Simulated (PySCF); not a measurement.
An equivalent PySCF input for K (potassium, neutral), [Ar] 4s1, 2S determinant, with the non-relativistic Hamiltonian (point nucleus):

```python
from pyscf import gto, scf, dft, mp, cc
import basis_set_exchange as bse
mol = gto.M(atom="K 0 0 0", charge=0, spin=1, symmetry="D2h",
            basis=gto.basis.parse(bse.get_basis("def2-QZVPPD", elements=["K"], fmt="nwchem", header=False)))
mf = dft.UKS(mol, xc="TPSSH")
mf.irrep_nelec = {'Ag': (4, 3), 'B1u': (2, 2), 'B2u': (2, 2), 'B3u': (2, 2)}
mf.kernel()
```

It reaches the same state as the run whose output follows, with an energy that differs only through the grid. The run itself started from symmetry-adapted Hartree-Fock orbitals and held the occupation by maximum overlap, on a logarithmic radial grid, so the iterations belong to that start.

```
SCF conv_tol = 1e-09
number electrons alpha = 10  beta = 9
XC functionals = TPSSH
    V. N. Staroverov, G. E. Scuseria, J. Tao, and J. P. Perdew.,  J. Chem. Phys. 119, 12129 (2003)
cycle= 1 E= -599.932519178885  delta_E= -0.00305  |g|= 0.0116  |ddm|= 0.41
cycle= 2 E= -599.93255483056  delta_E= -3.57e-05  |g|= 0.00504  |ddm|= 0.0283
cycle= 3 E= -599.932566092207  delta_E= -1.13e-05  |g|= 0.000908  |ddm|= 0.0123
cycle= 4 E= -599.932566383493  delta_E= -2.91e-07  |g|= 3.67e-05  |ddm|= 0.00211
cycle= 5 E= -599.932566387235  delta_E= -3.74e-09  |g|= 4.81e-06  |ddm|= 0.00107
cycle= 6 E= -599.932566387298  delta_E= -6.33e-11  |g|= 4.16e-07  |ddm|= 0.000193
converged SCF energy = -599.932566387298  <S^2> = 0.75003852  2S+1 = 2.0000385
```
